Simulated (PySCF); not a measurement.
# Dipole moment and polarisability of `CSc1cccpc1C=O`

C7H7OPS.
Atom-mapped SMILES: `[CH3:1][S:2][c:3]1[cH:4][cH:5][cH:6][p:7][c:8]1[CH:9]=[O:10]` (hydrogens: H11, H12, H13 on C1; H14 on C4; H15 on C5; H16 on C6; H17 on C9)

Structure used (PBE0-D3(BJ)/def2-SVP), in Å, numbered top down from 1:
```
atom  x, y, z in Å
C1    -2.6763   -0.9455    0.2626
S2    -1.8765    0.6639    0.2149
C3    -0.1560    0.2853    0.0275
C4     0.2793   -1.0472   -0.0452
C5     1.6136   -1.4097   -0.1964
C6     2.6640   -0.5011   -0.2925
P7     2.4920    1.2163   -0.2400
C8     0.7545    1.3635   -0.0487
C9     0.2758    2.7646    0.0304
O10    0.9932    3.7309   -0.0540
H11   -2.5351   -1.5056   -0.6729
H12   -2.3497   -1.5460    1.1237
H13   -3.7456   -0.7208    0.3782
H14   -0.4517   -1.8522    0.0175
H15    1.8392   -2.4804   -0.2412
H16    3.6792   -0.8940   -0.4100
H17   -0.8249    2.8920    0.1792
```

Level: CAM-B3LYP/def2-SVPD (PySCF), static field, nuclei fixed, core orbitals frozen in the response. The polarisability tensor in these axes (au):

```
x   170.73   7.22  -9.95
y     7.22 150.81   0.57
z    -9.95   0.57  78.13
```

Problem. What are the eigenvalues, a third of the trace, and Δα (Δα² = ½Σ(αi − αj)² over the three pairs)?

Solution. Principal values 77.05, 148.64 and 173.97 au; mean 133.22 au = 19.74 Å³ = 21.97 × 10⁻⁴⁰ C²·m²/J; Δα = 87.07 au (65 % of the mean).

Problem. What is the dipole moment, and where does it point?

Solution. (-2.25, -5.51, 0.17) D, 5.96 D in size, pointing from the negative to the positive side. Measured along this direction, the outermost atoms are O10 at the negative end and H12 and H11 at the positive end.

Problem. Sum over states: ᾱ = Σ f/ω², ω in Eh. What share falls to these 10 lowest TDDFT singlets (eV, f)? 3.47, 0.0010; 3.72, 0.0484; 4.47, 0.0262; 4.52, 0.0102; 5.04, 0.3605; 5.28, 0.0811; 5.30, 0.0020; 5.76, 0.0016; 5.76, 0.0031; 6.12, 0.0001.

Solution. They add up to 16.83 au, 12.6 % of the 133.22 au; the largest single term is 10.52 au, from the state at 5.04 eV. Terms in order: 0.06, 2.59, 0.97, 0.37, 10.52, 2.16, 0.05, 0.04, 0.07, 0.00 au. Higher excitations give the rest. The strengths listed sum to 0.534.

Problem. What depolarisation ratio follows for Rayleigh scattering of linearly polarised light, taking the static tensor?

Solution. ρ = 3Δα²/(45ᾱ² + 4Δα²) = 22741.4/(798658 + 30321.8) = 0.0274.

Problem. Find the Langevin capture rate constant for H3O+ (19.018 u) meeting this molecule (169.996 u), k = 2.342 × 10⁻⁹ cm³/s × √(α in Å³ / reduced mass in u).

Solution. The reduced mass is 17.10 u, so k = 2.52 × 10⁻⁹ cm³/s. The formula leaves out the permanent dipole, which adds to the capture rate.

Problem. Give the eigenvalues of the traceless quadrupole moment Θ = ½Σq(3rr − r²1), origin at the centre of nuclear charge.

Solution. -8.29, -2.80, 11.09 D·Å. The values depend on the origin, since the dipole doesn't vanish. The electronic extent ⟨r²⟩ about the same centre is 2005 bohr², a root-mean-square distance of 2.53 Å for the 88 electrons.

Geometry: PBE0-D3(BJ)/def2-SVP, one conformer, isolated molecule.
